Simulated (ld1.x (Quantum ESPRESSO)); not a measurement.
# Configuration tests for Dy (RRKJ)

ld1.x (Quantum ESPRESSO) 7.5 input, shortened:

```
&input
   title='Dy', zed=66., rel=1, dft='PZ', iswitch=3,
   config='[Xe] 4f9 5d1 6s1.5 6p0.5'
 /
 &inputp
   pseudotype=2, tm=.false., lloc=0,
   nlcc=.false.
 /
3
5P  2  1   6.00   0.00  2.10  2.10  0.0
5D  3  2   1.00   0.00  2.30  2.30  0.0
5S  1  0   2.00   0.00  2.00  2.00  0.0
 &test
   configts(1)='5s2 5p6 5d1 6s1.5 6p0.5'
 /
```

Occupied shells without a wave of their own: 6p, 6s. They enter only through the test configuration that unscreens the potential.

Energies are relative to the spin-unpolarised reference configuration 5s2 5p6 5d1 6s1.5 6p0.5; without spin polarisation the order of configurations can differ from experiment.

```json
{"valence configuration": "5s2 5p6 5d1 6s2 6p0", "charge": "0", "ΔE all-electron (eV)": "-1.531", "error AE − PS (meV)": "+457"}
{"valence configuration": "5s2 5p6 5d1 6s0 6p0", "charge": "+2", "ΔE all-electron (eV)": "18.234", "error AE − PS (meV)": "-2362"}
{"valence configuration": "5s1 5p6 5d1 6s2 6p0", "charge": "+1", "ΔE all-electron (eV)": "57.202", "error AE − PS (meV)": "+620"}
{"valence configuration": "5s2 5p6 5d2 6s0 6p0", "charge": "+1", "ΔE all-electron (eV)": "7.041", "error AE − PS (meV)": "-1605"}
{"valence configuration": "5s2 5p6 5d1.5 6s1.5 6p0", "charge": "0", "ΔE all-electron (eV)": "-0.517", "error AE − PS (meV)": "-0.4"}
```

Task: What are ΔE and the potential's error for 5s2 5p6 5d1 6s1 6p0?

Result: ΔE = 5.522 eV all-electron; the error (AE − PS) is -599 meV.

Task: What are ΔE and the potential's error for 5s2 5p5 5d1 6s2 6p0?

Result: ΔE = 32.289 eV all-electron; the error (AE − PS) is +718 meV.

Levels in the configuration 5s2 5p6 5d1 6s0 6p0:

```json
{"level": "5s", "all-electron (eV)": "-67.147", "pseudo (eV)": "-68.694"}
{"level": "5p", "all-electron (eV)": "-42.738", "pseudo (eV)": "-44.096"}
{"level": "5d", "all-electron (eV)": "-15.421", "pseudo (eV)": "-16.316"}
```

These tests converged, but a pseudo level misses the all-electron one widely, so the file describes the atom poorly there or has found another state: 5s2 5p6 5d1 6s0 6p0: empty 6s by 2.2 eV. The 6p, 6s levels have no wave, so the channel is fitted at the deeper level alone: the likely source of the large errors.

The potential misses its own reference levels by up to 1.0 eV.
